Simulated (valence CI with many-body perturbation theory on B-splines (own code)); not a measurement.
**Valence orbitals of I XIV**

Calculated by configuration interaction combined with many-body perturbation theory (CI+MBPT): four valence electrons over a frozen Dirac-Fock core [Kr], radial functions for each j: 9 s, 9 p, 10 d, 8 f, 5 g, 3 h, 1 i, with the one-electron correlation potential Σ1 (screened to all orders), the two-electron term Σ2, the three-electron term Σ3, Breit, model QED; selected single and double excitations, second order for the rest (own B-spline code, finite nucleus).

No measured levels were compared; by estimate terms of the open shell hold to 2 to 4 % of their energy, and close levels can change places. Core correlation moves these levels by up to 7000 cm⁻¹, and in measured spectra 5 to 20 % of such shifts remained as error; rates that hang on mixing are uncertain with them. Only levels of the ground parity were solved; by the run's estimate the other parity begins above the list, which can be wrong where configurations are misplaced.

These are the spectroscopic orbitals of the CI (the correlating ones are not listed), shaped by the core and the other valence electrons. h is the expectation value of the core's Dirac-Fock operator, without the valence repulsion; Σ1 is computed up to l = 3 at one energy for each symmetry, that of its lowest orbital but kept below the first core excitation, so for empty shells it is not the orbital's own correlation shift; Breit and QED include the response of the core.

```tsv
Orbital	h (hartree)	Σ1 (cm⁻¹)	Breit (cm⁻¹)	QED (cm⁻¹)	⟨r⟩ (bohr)
5s1/2	-10.055	-9442	572	488	1.394
6s1/2	-6.2041	-3324	281	237	2.270
7s1/2	-4.2228	-1630	156	132	3.363
5p1/2	-9.2886	-8159	872	-32.9	1.464
6p1/2	-5.8194	-3116	443	-16.3	2.377
7p1/2	-4.0022	-1586	253	-9.2	3.507
5p3/2	-9.1124	-7585	516	14.9	1.496
6p3/2	-5.7327	-2956	265	7.8	2.414
7p3/2	-3.9528	-1516	160	4.6	3.553
4d3/2	-14.395	-18036	793	-185	0.7963
5d3/2	-7.8507	-6019	290	-47.0	1.629
6d3/2	-5.0901	-2725	150	-23.4	2.632
4d5/2	-14.301	-17687	249	-131	0.8029
5d5/2	-7.8157	-5975	127	-30.4	1.638
6d5/2	-5.0723	-2711	68.0	-15.0	2.642
4f5/2	-10.683	-30187	-220	-100	0.8958
5f5/2	-6.4602	-6715	-39.4	-32.3	1.843
4f7/2	-10.672	-28892	-402	-89.8	0.8978
5f7/2	-6.4549	-6582	-110	-28.2	1.845
5g7/2	-5.7152		-20.1	-4.5	1.889
5g9/2	-5.7149		-25.4	-3.6	1.889
```

Among the shells of the start configuration 4d4, Σ1 is largest in size for 4d3/2, where it is 0.57 % of h.

Lowest root of each symmetry, sizes in configuration state functions:

| J | Parity | Roots | Reference | Variational | Second order | Change by selected CI (cm⁻¹) | Change by second order (cm⁻¹) |
| --- | --- | --- | --- | --- | --- | --- | --- |
| 0 | even | 5 | 19 | 11277 | 99828 | -10176 | -4 |
| 1 | even | 4 | 43 | 20492 | 247409 | -9364 | -11 |
| 2 | even | 8 | 61 | 26047 | 432671 | -9072 | -16 |
| 3 | even | 6 | 57 | 24648 | 447371 | -9149 | -27 |
| 4 | even | 7 | 48 | 24983 | 515484 | -9593 | -31 |
| 5 | even | 2 | 29 | 23247 | 405177 | -11236 | -31 |
| 6 | even | 2 | 15 | 20549 | 391993 | -11173 | -23 |
